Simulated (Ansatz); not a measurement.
C2H6AlF, charge +1, doublet, at a GFN2-xTB geometry (such geometries of metal compounds can be far from the true shape) (a state made from the parent by changing its charge; the spin is typed, not shown lowest); CCSD(T)/STO-3G in Ansatz (a program for electronic structure).

Ansatz was given this input:
Ansatz 0.2 input:
```yaml
crystal:
  periodic: [false, false, false]
  atoms:
    - {symbol: Al, position_ang: [-0.06741653, 0.04317842, -0.06464490]}
    - {symbol: C, position_ang: [1.85482616, -0.18710113, -0.67645760]}
    - {symbol: H, position_ang: [2.10559574, -1.24991540, -0.63855570]}
    - {symbol: H, position_ang: [2.50181800, 0.39160797, -0.01275179]}
    - {symbol: H, position_ang: [1.87397695, 0.20006243, -1.70276199]}
    - {symbol: C, position_ang: [-0.67087180, -0.54759081, 1.78120824]}
    - {symbol: H, position_ang: [-1.39408602, -1.35604266, 1.63071577]}
    - {symbol: H, position_ang: [-1.16371343, 0.32057187, 2.23272607]}
    - {symbol: H, position_ang: [0.19716197, -0.87626400, 2.35543033]}
    - {symbol: F, position_ang: [-1.14978493, 0.71297911, -1.07254696]}
basis:
  gaussian:
    orbitals: STO-3G
total_charge: 1
magnetization: {spin_polarized: true, initial_magnetization: 1}
correlation: {method: ccsd_t, electrons: outside_noble_gas}
accuracy: high
```

What the program printed (banner, timings and long lists left out):

```
Functional definition: HF
598 factors; integrals over basis functions are off by at most 4.0e-9 eV
mean field evaluation 1: about -11293.6811 eV, gradient 1.9e1 eV
mean field evaluation 2: about -11293.7460 eV, gradient 1.9e1 eV
mean field evaluation 4: about -11297.3824 eV, gradient 2.2e0 eV
mean field evaluation 8: about -11297.4923 eV, gradient 3.3e-3 eV
mean field evaluation 16: about -11293.6815 eV, gradient 1.9e1 eV
mean field evaluation 32: about -11296.6381 eV, gradient 7.1e-1 eV
mean field evaluation 64: about -11294.4047 eV, gradient 7.6e0 eV
mean field evaluation 96: about -11295.7701 eV, gradient 3.5e-2 eV
mean field evaluation 128: about -11294.5430 eV, gradient 8.1e0 eV
mean field -11297.48889188 eV, -415.1750590637 hartree, gradient 1.5e-8 eV, S^2 0.841302; 8 other end points of the search recorded, 0 dependent functions left out
determinant -11297.48889188 eV, -415.1750590637 hartree, with singles and doubles -11303.05377417 eV, -415.3795647155 hartree
determinant -11297.06439565 eV, -415.1594591147 hartree, with singles and doubles -11303.06233616 eV, -415.3798793629 hartree
determinant -11297.04900173 eV, -415.1588933987 hartree, with singles and doubles -11303.09879377 eV, -415.3812191554 hartree
determinant -11296.51767802 eV, -415.1393676127 hartree, with singles and doubles -11301.49317297 eV, -415.3222136796 hartree
determinant -11295.77019007 eV, -415.1118979371 hartree, with singles and doubles -11301.34928352 eV, -415.3169258397 hartree
determinant -11297.48889188 eV, -415.1750590637 hartree, with singles and doubles -11303.07013253 eV, -415.3801658743 hartree
determinant -11297.06439565 eV, -415.1594591147 hartree, with singles and doubles -11303.12585220 eV, -415.3822135345 hartree
determinant -11297.04900173 eV, -415.1588933987 hartree, with singles and doubles -11303.11403042 eV, -415.3817790919 hartree
8 core orbitals not correlated
reference -11297.48889188 eV, -415.1750590637 hartree; 12, 11 occupied and 10, 11 virtual orbitals, 598 factors
second order -4.14519559 eV of doubles, -0.00000000 eV of singles
cycle   1  -5.58124316 eV  change   -2.5e-6 eV  update   2.8e-6
cycle   2  -5.58124533 eV  change   -2.2e-6 eV  update   1.7e-6
cycle   3  -5.58124652 eV  change   -1.2e-6 eV  update   1.1e-6
cycle   4  -5.58124634 eV  change    1.9e-7 eV  update   5.5e-7
cycle   5  -5.58124599 eV  change    3.4e-7 eV  update   4.1e-7
cycle   6  -5.58124602 eV  change   -2.8e-8 eV  update   2.4e-7
cycle   7  -5.58124618 eV  change   -1.5e-7 eV  update   1.5e-7
cycle   8  -5.58124610 eV  change    8.2e-8 eV  update   8.1e-8
cycle   9  -5.58124608 eV  change    1.2e-8 eV  update   4.3e-8
cycle  10  -5.58124540 eV  change    6.9e-7 eV  update   1.5e-7
cycle  11  -5.58124519 eV  change    2.1e-7 eV  update   7.1e-8
cycle  12  -5.58124512 eV  change    7.3e-8 eV  update   4.4e-8
cycle  13  -5.58124512 eV  change   -5.3e-9 eV  update   3.2e-8
cycle  14  -5.58124513 eV  change   -3.4e-9 eV  update   2.2e-8
cycle  15  -5.58124512 eV  change    5.5e-9 eV  update   1.3e-8
cycle  16  -5.58124511 eV  change    1.4e-8 eV  update   6.1e-9
cycle  17  -5.58124510 eV  change    9.2e-9 eV  update   2.2e-9
cycle  18  -5.58124510 eV  change   4.6e-10 eV  update   1.0e-9
perturbative correction -0.27702024 eV, -0.0101803060 hartree
Total energy: -11303.34715722 eV, -415.3903463439 hartree
```
